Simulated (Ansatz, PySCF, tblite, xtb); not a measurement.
Breaking a bond: AlB, lowest triplet found (which spin is the ground state isn't settled by this scan).

Methods: GFN1-xTB (xtb); GFN2-xTB, 300 K electronic temperature (tblite); UKS-M06-2X/6-31G* = unrestricted M06-2X/6-31G*, spherical d in PySCF; FCI = full CI/aug-cc-pVDZ, frozen core in Ansatz (an electronic-structure program).

Energies relative to the lowest point of each curve between 1.70 and 2.20 Å, where full CI is lowest, in eV; the last columns give the difference from FCI:

```csv
R / Å,GFN1-xTB,GFN2-xTB,UKS-M06-2X/6-31G*,FCI,GFN1-xTB − FCI,GFN2-xTB − FCI,UKS-M06-2X/6-31G* − FCI
1.48,4.997,5.342,3.906,4.422,0.575,0.920,-0.516
1.60,2.117,2.051,1.973,2.334,-0.217,-0.283,-0.361
1.70,0.891,0.772,0.996,1.250,-0.359,-0.478,-0.254
1.78,0.367,0.281,0.509,0.689,-0.322,-0.408,-0.180
1.88,0.063,0.037,0.161,0.265,-0.202,-0.228,-0.104
1.95,0.000,0.000,0.044,0.102,-0.102,-0.102,-0.059
2.02,0.016,0.028,0.000,0.020,-0.004,0.008,-0.020
2.08,0.074,0.088,0.007,0.000,0.074,0.088,0.007
2.15,0.176,0.185,0.047,0.020,0.157,0.165,0.027
2.20,0.266,0.269,0.029,0.056,0.210,0.213,-0.026
```

GFN1-xTB is furthest from FCI at 1.48 (0.575 eV, above); its mean absolute difference over the points is 0.222 eV.

GFN2-xTB is furthest from FCI at 1.48 (0.920 eV, above); its mean absolute difference over the points is 0.289 eV.

UKS-M06-2X/6-31G* is furthest from FCI at 1.48 (-0.516 eV, below); its mean absolute difference over the points is 0.155 eV.

The scan ran from 1.48 to 6.98 Å; beyond the distances shown full CI changes its symmetry label. The unrestricted determinant behind UKS-M06-2X/6-31G* is spin-contaminated at 1.48 to 1.95 Å (<S²> up to 2.3, against 2.00 for a pure triplet).
